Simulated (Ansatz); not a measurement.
Ideal-gas functions of `[SiH3][Sb]([Cl])[Cl]` at 600 K and 1 bar, from an Ansatz frequency run at PBE0-D4/def2-TZVP.

Molar mass 223.78 g/mol, point group Cs (symmetry number 1), electronic degeneracy 1, moments of inertia 307.579, 325.873, 442.755 u Å². Harmonic wavenumbers (cm⁻¹, unscaled): 79, 101, 115, 126, 300, 352, 365, 478, 482, 838, 925, 930, 2219, 2237, 2258.

Use S(trans) = R[1.5 ln M + 2.5 ln T − 1.1517]; rotational temperatures θ = 24.2544 K / I; S(rot) = R[ln(√π/σ · √(T³/θAθBθC)) + 1.5]; for each mode x = 1.438777 ν̃/T, S = R[x/(eˣ − 1) − ln(1 − e⁻ˣ)] and H = RT x/(eˣ − 1); 1 cm⁻¹ = 0.0119627 kJ/mol; R = 8.31446 J/(mol·K).

**Question.** By hand: the entropy, in J/(mol·K).

**Answer.** Translation 190.9. Rotation: θ = 0.0789, 0.0744, 0.0548 K, giving 130.4. Vibration, mode by mode: 22.16, 20.12, 19.05, 18.30, 11.23, 9.97, 9.68, 7.62, 7.56, 3.78, 3.21, 3.18, 0.26, 0.25, 0.24, in all 136.6. Electronic 0.0. Sum 457.9 J/(mol·K).

**Question.** By hand: H − E and G − E in kJ/mol, counted from the electronic energy.

**Answer.** Zero-point energy ½ × 11805 × 0.0119627 = 70.6; thermal vibration 37.2; translation, rotation and pV give 4 RT = 20.0. H − E = 127.8 kJ/mol, and G − E = 127.8 − 600 × 457.9/1000 = -146.9 kJ/mol.

Vibration gives 30 % of the entropy, 79.6 J/(mol·K) of it from the modes under 150 cm⁻¹: soft modes count most, and the harmonic formula is weakest for them.
